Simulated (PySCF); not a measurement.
Job for PySCF: D3(BJ) and D4 dispersion corrections on BH3O2Se (SMILES OB(O)[SeH]), a point of a torsion scan.

```python
from pyscf import gto
from pyscf.dispersion import dftd3, dftd4

mol = gto.M(
    atom='''
    O    -0.92368439   -1.05297447   -0.20835453
    B    -0.02967702   -0.14869173    0.21841146
    O    -0.13617435    1.19235465    0.21205556
    Se    1.62254672   -0.86378520    0.93446944
    H    -1.76254420   -0.77156551   -0.57258766
    H    -0.92884232    1.60673625   -0.12971782
    H     2.21608326    0.40668058    1.23818936
    ''',
    basis='def2-svp',
    charge=0, spin=0, verbose=0, max_memory=1800)
d3, d4 = {}, {}
for xc in ['hf', 'pbe', 'blyp', 'revpbe', 'tpss', 'r2scan', 'b3lyp', 'pbe0', 'bhlyp', 'camb3lyp', 'b2plyp']:
    d3[xc] = float(dftd3.DFTD3Dispersion(mol, xc=xc, version='d3bj', atm=False).get_dispersion()['energy'])
    print(f'D3(BJ) {xc:10s} {d3[xc]:14.8f} Eh')
for xc in ['hf', 'pbe', 'blyp', 'revpbe', 'tpss', 'r2scan', 'b3lyp', 'pbe0', 'bhlyp', 'camb3lyp', 'b2plyp']:
    d4[xc] = float(dftd4.DFTD4Dispersion(mol, xc={'camb3lyp': 'cam-b3lyp'}.get(xc, xc), atm=True).get_dispersion()['energy'])
    print(f'D4     {xc:10s} {d4[xc]:14.8f} Eh')
```

Output:

```
D3(BJ) hf            -0.03781065 Eh
D3(BJ) pbe           -0.00448566 Eh
D3(BJ) blyp          -0.00993997 Eh
D3(BJ) revpbe        -0.01128707 Eh
D3(BJ) tpss          -0.00574240 Eh
D3(BJ) r2scan        -0.00120780 Eh
D3(BJ) b3lyp         -0.00816766 Eh
D3(BJ) pbe0          -0.00394283 Eh
D3(BJ) bhlyp         -0.00662944 Eh
D3(BJ) camb3lyp      -0.00368113 Eh
D3(BJ) b2plyp        -0.00391212 Eh
D4     hf            -0.01759636 Eh
D4     pbe           -0.00476302 Eh
D4     blyp          -0.01072033 Eh
D4     revpbe        -0.01496952 Eh
D4     tpss          -0.00645602 Eh
D4     r2scan        -0.00108195 Eh
D4     b3lyp         -0.00778855 Eh
D4     pbe0          -0.00397807 Eh
D4     bhlyp         -0.00597130 Eh
D4     camb3lyp      -0.00402832 Eh
D4     b2plyp        -0.00329838 Eh
```

The run finished.

Cost: around 0.020 core-seconds (rough).
